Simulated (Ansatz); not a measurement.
Basis-set extrapolation for C2H5O2Si (`C=C[Si](O)O`) radical (PBE0-D4/def2-TZVP geometry, frozen core, Ansatz). Multiplicity 2, UHF reference.

```tsv
	def2-TZVPP	def2-QZVPP
HF	-517.464809	-517.485255
MP2 correlation	-0.892089	-0.960711
CCSD(T) correlation	-0.961994	not run
```

Energies in hartree. Use E(X) = E(∞) + A·exp(−7.88·√X) for Hartree–Fock and E(X) = E(∞) + B·X^(−2.97) for correlation, with X = 3 and 4, and add CCSD(T) minus MP2 of the smaller set to the MP2 limit.

Question: What is the CCSD(T) energy at the basis-set limit?

Answer: HF limit: -517.485255 + (-0.020446) × 0.13774 = -517.48807. MP2 limit: -0.960711 + (-0.068622) × 0.74074 = -1.01154. Higher-order term: -0.961994 − (-0.892089) = -0.06990. Total: -518.56951 hartree, 374.7 kJ/mol below CCSD(T)/def2-TZVPP.
